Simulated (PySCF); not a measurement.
Mg(F)(NMe2) (C₂H₆FMgN), SMILES [N](C)([Mg][F])C. Atoms are numbered in the order given.

```xyz
11

Mg     0.0000     0.0000    -1.0347
F      0.0000     0.0000    -2.7984
N      0.0000     0.0000     0.8620
C      0.0000     1.1962     1.6749
C      0.0000    -1.1962     1.6749
H     -0.8896     1.2590     2.3399
H      0.8896     1.2590     2.3399
H      0.0000     2.1111     1.0553
H      0.8896    -1.2590     2.3399
H     -0.8896    -1.2590     2.3399
H      0.0000    -2.1111     1.0553
```

Geometry optimised at B3LYP-D3(BJ)/def2-SVP. Other conformers were not sampled.

These are B3LYP/def2-TZVP (PySCF) values and carry that method's errors.

**Question.** Estimate the frontier levels, gap, dipole moment and polarisability. (An estimate is asked for; the answer gives what the named calculation found.)

**Answer.** 
```json
{
  "highest_occupied_level": "-5.53 eV",
  "lowest_empty_level": "-1.63 eV",
  "orbital_gap": "3.90 eV",
  "dipole_moment": "1.74 D",
  "quadrupole, principal values (traceless, Buckingham form, about the centre of nuclear charge)": "-17.32, 6.97, 10.35 D·Å",
  "mean_static_polarisability": "55.3 bohr³ (8.20 Å³)",
  "polarisability_principal_values": "49.5, 53.0, 63.4 bohr³"
}
```
